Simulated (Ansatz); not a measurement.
`C#[C][Ge]([Cl])([Cl])[C]#C` → 4 C• + 2 Cl• + Ge• + 2 H•  (atomization)

Gas-phase electronic energies from Ansatz, PBE0-D4/def2-TZVP geometries. CBS: MP2 limit from def2 TZ/QZ plus the TZ coupled-cluster correction, frozen cores. This one scheme is used for every species, atoms too. For atomizations the MP2-based limit and the directly extrapolated one differ by several kJ/mol either way, and by 10 to 25 for some Ge, Se and Sn compounds, so smaller differences from it don't rank the levels. Functionals use def2-TZVPP. HSE06 is defined as in plane-wave codes. Open shells (•) are unrestricted, without spin–orbit coupling. Spin–orbit coupling would lower the free atoms: a little for C, Cl; clearly for Ge. Bonds to Ge are less sure, by a few kJ/mol each and by 10 to 20 or more in all where they break to atoms, as the def2 sets lack core-valence functions. Scalar relativity is left out up to krypton.

`C#[C][Ge]([Cl])([Cl])[C]#C`:

```xyz
9

C     1.408   -1.273    1.921
C     0.777   -0.474    1.280
Ge   -0.212    0.773    0.284
Cl    0.938    2.551    0.053
Cl   -1.988    1.268    1.351
C    -0.677    0.117   -1.413
C    -0.976   -0.304   -2.501
H     1.968   -1.981    2.489
H    -1.240   -0.677   -3.464
```

| level | ΔE (kJ/mol) | difference from CCSD(T)/CBS |
| --- | --- | --- |
| PBE0-D4 | 3813.8 | 34.0 |
| r2SCANh-D4 | 3761.6 | -18.2 |
| HSE06-D4 | 3817.0 | 37.2 |
| BHLYP-D4 | 3605.2 | -174.6 |
| BLYP | 3698.2 | -81.6 |
| r2SCAN | 3790.3 | 10.5 |
| PBE0 | 3787.4 | 7.6 |
| BHLYP | 3563.1 | -216.7 |
| CCSD(T)/def2-TZVPP | 3687.0 | -92.8 |
| SCS-MP2/def2-QZVPP | 3830.1 | 50.3 |
| CCSD(T)/CBS | 3779.8 | 0 |

Largest T1 diagnostic among the species: 0.012.

Leaving LDA and LC-ωPBE aside and taking each functional with its dispersion term where it has one, the values, not all of them listed here, spread over 308.7 kJ/mol, from BHLYP-D4 to PBE-D4. LDA lies +503.7 kJ/mol from PBE without D4, its usual overbinding. The D4 term adds +49.3 kJ/mol with B3LYP and +26.4 kJ/mol with PBE0; it sums over pairs of atoms, weighted by their polarisabilities, and B3LYP, whose exchange is more repulsive, gets the larger term. From PBE to PBE0 (25 % exact exchange), in def2-TZVPP and without D4, ΔE moves by −96.2 kJ/mol: exact exchange takes away binding that semilocal exchange gives to molecules.

B3LYP here is the variant with VWN-RPA as its local correlation; programs differ in this.
